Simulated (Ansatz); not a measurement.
Redistribution: Si(CH3)2(OH)2 + SiH(CH3)2(SiH3) → Si(CH3)(OH)2(SiH3) + SiH(CH3)3

Gas-phase species: Si(CH3)2(OH)2 (dimethylsilanediol), singlet; SiH(CH3)2(SiH3), singlet; Si(CH3)(OH)2(SiH3), singlet; SiH(CH3)3 (trimethylsilane), singlet. The partners trade CH3 for SiH3; both sit on Si, so the bond types are kept.

Shapes, held fixed at every level: PBE0-D4/def2-TZVP. Flexible molecules stand in one conformer, not always the lowest. Programs: Ansatz 0.2.0. Electronic energies: no zero-point or thermal term.

```tsv
level	kind	ΔE (kJ/mol)	less CCSD(T)/CBS estimate
PBE-D4/def2-TZVPP	GGA	+16.8	-0.6
r2SCAN-D4/def2-TZVPP	meta-GGA	+18.5	+1.1
PBE0-D4/def2-TZVPP	global hybrid	+18.1	+0.7
B2PLYP/def2-TZVPP	double hybrid	+16.6	-0.8
MP2/def2-TZVPP	perturbation theory	+18.0	+0.6
CCSD(T)/def2-TZVPP	coupled cluster or CI	+18.2	+0.8
CCSD(T)/CBS estimate	coupled cluster or CI	+17.4	0.0
```

The highest level, CCSD(T)/CBS estimate, gives ΔE = +17.4 kJ/mol; the levels span +16.6 to +18.5. The column of differences is taken from that level and isn't an error. No measured value is set beside it here. The CBS estimate extrapolates MP2 from def2-TZVPP and def2-QZVPP and adds CCSD(T) − MP2 in the triple-zeta set, cores frozen.
